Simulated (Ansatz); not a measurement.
Calculated with Ansatz (gas phase, PBE0-D4/def2-TZVP geometries, no zero-point term in ΔE). CCSD(T)/CBS adds triple-zeta CCSD(T) − MP2 to the extrapolated MP2 energy (def2 sets, frozen cores). This one scheme is used for every species. DFT in def2-TZVPP. B3LYP here is the variant with VWN-RPA as its local correlation; programs differ in this. Each species was taken in one conformer, which may not be the lowest.

Reaction (redistribution): `[OH][Al]([Cl])[Cl]` + `FC(F)(F)C1=CC(C(F)(F)F)=[O+][B-](Cl)(Cl)O1` → `FC(F)(F)C1=CC(C(F)(F)F)=[O+][Al-]([Cl])([Cl])[O]1` + `OB(Cl)Cl`

```json
{"level": "PBE-D4", "ΔE (kJ/mol)": "-123.3", "difference from CCSD(T)/CBS": "3.4"}
{"level": "B97M-V", "ΔE (kJ/mol)": "-134.4", "difference from CCSD(T)/CBS": "-7.7"}
{"level": "r2SCANh-D4", "ΔE (kJ/mol)": "-133.7", "difference from CCSD(T)/CBS": "-7.0"}
{"level": "BHLYP-D4", "ΔE (kJ/mol)": "-143.0", "difference from CCSD(T)/CBS": "-16.3"}
{"level": "ωB97X-V", "ΔE (kJ/mol)": "-129.4", "difference from CCSD(T)/CBS": "-2.7"}
{"level": "ωB97M-V", "ΔE (kJ/mol)": "-129.1", "difference from CCSD(T)/CBS": "-2.4"}
{"level": "PBE", "ΔE (kJ/mol)": "-124.3", "difference from CCSD(T)/CBS": "2.4"}
{"level": "revPBE", "ΔE (kJ/mol)": "-127.6", "difference from CCSD(T)/CBS": "-0.9"}
{"level": "r2SCAN", "ΔE (kJ/mol)": "-132.7", "difference from CCSD(T)/CBS": "-6.0"}
{"level": "B3LYP", "ΔE (kJ/mol)": "-136.9", "difference from CCSD(T)/CBS": "-10.2"}
{"level": "HF/def2-SVP", "ΔE (kJ/mol)": "-172.7", "difference from CCSD(T)/CBS": "-46.0"}
{"level": "CCSD(T)/def2-SVP", "ΔE (kJ/mol)": "-148.9", "difference from CCSD(T)/CBS": "-22.2"}
{"level": "CCSD/def2-TZVPP", "ΔE (kJ/mol)": "-131.1", "difference from CCSD(T)/CBS": "-4.4"}
{"level": "HF/CBS(def2)", "ΔE (kJ/mol)": "-159.1", "difference from CCSD(T)/CBS": "-32.4"}
{"level": "MP2/CBS(def2)", "ΔE (kJ/mol)": "-121.1", "difference from CCSD(T)/CBS": "5.6"}
{"level": "CCSD/CBS(def2)", "ΔE (kJ/mol)": "-131.0", "difference from CCSD(T)/CBS": "-4.3"}
{"level": "CCSD(T)/CBS", "ΔE (kJ/mol)": "-126.7", "difference from CCSD(T)/CBS": "0"}
```

Largest T1 diagnostic among the species: 0.015.

In def2-TZVPP, CCSD(T) changes the Hartree–Fock value by +30.6 kJ/mol (the triples alone add +4.4 kJ/mol) and MP2 by +36.1 kJ/mol. From BLYP to BHLYP (50 % exact exchange), in def2-TZVPP and without D4, ΔE moves by −9.9 kJ/mol.
